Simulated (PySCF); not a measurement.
C3H4Cl2O2.
SMILES with atom numbers: `[O:1]=[C:2]([OH:3])[CH2:4][CH:5]([Cl:6])[Cl:7]` (hydrogens: H8 on O3; H9, H10 on C4; H11 on C5)

The geometry is computed with GFN2-xTB (gas phase).

Question: Give the optimised bond lengths and angles.

Answer: 
```
          bond  length (Å)
         O1=C2       1.198
         C2–O3       1.331
         C2–C4       1.519
         C4–C5       1.517
C5–Cl6, C5–Cl7       1.778
         O3–H8       0.971
 C4–H9, C4–H10       1.092
        C5–H11       1.093
```

Bonds in one row agree within 0.01 Å and their mean is given. A selection of angles:
```
     angle  degrees
  O1–C2–O3    123.6
  O1–C2–C4    125.0
  O3–C2–C4    111.3
  C2–O3–H8    111.0
  C2–C4–C5    110.5
  C2–C4–H9    109.5
 C2–C4–H10    107.6
  C5–C4–H9    111.5
 C5–C4–H10    109.2
 H9–C4–H10    108.5
 C4–C5–Cl6    110.6
 C4–C5–Cl7    109.9
 C4–C5–H11    111.5
Cl6–C5–Cl7    109.4
Cl6–C5–H11    108.0
```

Dihedral angles: O1–C2–C4–C5 31° (synclinal); C2–C4–C5–Cl6 -169° (antiperiplanar); H8–O3–C2–O1 0° (synperiplanar). The mirror-image conformer, all signs reversed, is as good.

Of the pairs four or more bonds apart, O1···H11 is among the closest relative to their van der Waals radii: 2.56 Å, 94 % of the sum of Bondi's values. O3 (acid hydroxyl oxygen) is bent (angle 111.0°). The 2 C–O bonds span 1.198 Å (O1=C2, drawn double) to 1.331 Å (C2–O3, drawn single), a spread of 0.133 Å.

Point group: C1 (no symmetry element, even within 0.4 Å). No GFN2-xTB frequencies stand behind this structure, so it isn't proved a minimum. One conformer, not necessarily the lowest (O1–C2–O3–H 0°, O1–C2–C4–C5 31°, C2–C4–C5–Cl6 -169°).
